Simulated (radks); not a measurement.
The caesium ion Cs2+ inside a hard spherical wall (all orbitals vanish at R), configuration held at [Kr] 4d10 5s2 5p5 and not refilled when levels cross. Calculated with a radial shooting solver on a logarithmic mesh with Libxc functionals: scalar-relativistic Kohn-Sham, LDA (Slater exchange, Perdew-Wang correlation), spin-unpolarised, spherical densities, finite nucleus; Fermi nuclear charge, rms radius 4.8041 fm. Eigenvalues in eV, with the zero of energy where the potential of the charges vanishes at infinity; a dash marks a level that is unbound or too diffuse for the functional's potential to be trusted. A positive occupied level is held by the wall or, in an anion where self-interaction has pushed it up, behind a barrier. The pressure on the wall is -dE/dV.

| R (bohr) | E (hartree) | kinetic (hartree) | e(4p) | e(4d) | e(5s) | e(5p) | e(5d, empty) | e(6s, empty) | pressure (GPa) |
|---|---|---|---|---|---|---|---|---|---|
| free | -7779.5164 | 8193.963 | -177.54 | -91.255 | -42.886 | -28.957 | -12.424 | -11.927 | 0 |
| 20 | -7779.5164 | 8193.963 | -177.54 | -91.255 | -42.886 | -28.957 | -12.424 | -11.927 | < 0.0001 |
| 12 | -7779.5164 | 8193.963 | -177.54 | -91.255 | -42.886 | -28.957 | -12.424 | -11.926 | < 0.0001 |
| 10 | -7779.5164 | 8193.963 | -177.54 | -91.255 | -42.886 | -28.957 | -12.423 | -11.917 | < 0.0001 |
| 7 | -7779.5163 | 8193.965 | -177.53 | -91.249 | -42.881 | -28.952 | -12.339 | -11.485 | 0.0127 |
| 4 | -7779.3807 | 8195.047 | -175.30 | -89.065 | -41.172 | -26.940 | -7.394 | 3.120 | 44.4 |
| 3 | -7778.2711 | 8201.065 | -167.02 | -81.072 | -33.653 | -17.486 | 8.182 | 42.169 | 717 |
| 2 | -7766.7671 | 8246.645 | -133.78 | -48.756 | 17.999 | 44.730 | 90.181 | 225.93 | 19000 |
